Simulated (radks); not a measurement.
Results of a calculation; reference values are marked as such.
Problem. Neutral promethium: order these configurations by energy. Level of theory: non-relativistic Kohn-Sham, PBE, spin-polarised, spherical densities, point nucleus (a radial shooting solver on a logarithmic mesh with Libxc functionals). Open shells are filled with parallel spins first. [Xe] 4f4 5d1 6s2; [Xe] 4f4 6s2 6p1; [Xe] 4f5 5d1 6s1; [Xe] 4f5 6s1 6p1; [Xe] 4f5 6s2; [Xe] 4f6 6p1; [Xe] 4f6 6s1.

Solution. From the lowest, in eV above it: [Xe] 4f6 6s1 0.000; [Xe] 4f5 6s2 0.363; [Xe] 4f5 5d1 6s1 0.872; [Xe] 4f6 6p1 1.591; [Xe] 4f5 6s1 6p1 1.818; [Xe] 4f4 5d1 6s2 6.569; [Xe] 4f4 6s2 6p1 9.541.
